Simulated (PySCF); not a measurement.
Isomers of C8H12N2, from PBE0-D3(BJ)/def2-SVP geometry optimisation, gas phase (PySCF 2.14.0). One conformer each, no zero-point energy, no frequencies.

**Question.** Which isomer lies lowest at this level?
A. `[NH2:1][CH2:2][CH2:3][NH:4][c:5]1[cH:6][cH:7][cH:8][cH:9][cH:10]1` with H–N1–C2–C3 -73° and 168°, N1–C2–C3–N4 -52°, C2–C3–N4–C5 178°, C3–N4–C5–C6 -167°: A = 3873, B = 644.4, C = 567.7 MHz, dipole 3.72 D
B. `[N:1]#[C:2][CH2:3][C@@:4]12[CH2:5][CH2:6][C@@H:7]1[C@@H:8]2[CH2:9][NH2:10]` with C2–C3–C4–C5 77°, C7–C8–C9–N10 78°, C8–C9–N10–H -56° and 60°: A = 1976, B = 928.1, C = 747.5 MHz, dipole 4.62 D
C. `CN(C)c1ccc(N)cc1`: A = 3481, B = 793.0, C = 652.7 MHz, dipole 0.85 D

**Answer.** A. That is N-phenylethylenediamine (`c1(ccccc1)NCCN`), 3.8 kcal/mol below the next.

| SMILES | mapped SMILES | E (Eh) | relative (kcal/mol) | relative (kJ/mol) | dipole (D) |
| --- | --- | --- | --- | --- | --- |
| NCCNc1ccccc1 | [NH2:1][CH2:2][CH2:3][NH:4][c:5]1[cH:6][cH:7][cH:8][cH:9][cH:10]1 | -420.79851 | 0.0 | 0.0 | 3.72 |
| CN(C)c1ccc(N)cc1 | [CH3:1][N:2]([CH3:3])[c:4]1[cH:5][cH:6][c:7]([NH2:8])[cH:9][cH:10]1 | -420.79248 | 3.8 | 15.8 | 0.85 |
| N#CC[C@@]12CC[C@@H]1[C@@H]2CN | [N:1]#[C:2][CH2:3][C@@:4]12[CH2:5][CH2:6][C@@H:7]1[C@@H:8]2[CH2:9][NH2:10] | -420.71991 | 49.3 | 206.4 | 4.62 |

As drawn, the lowest has an aromatic ring, which the highest lacks; the highest has a three-membered ring, a four-membered ring and a C≡N group, which the lowest lacks.
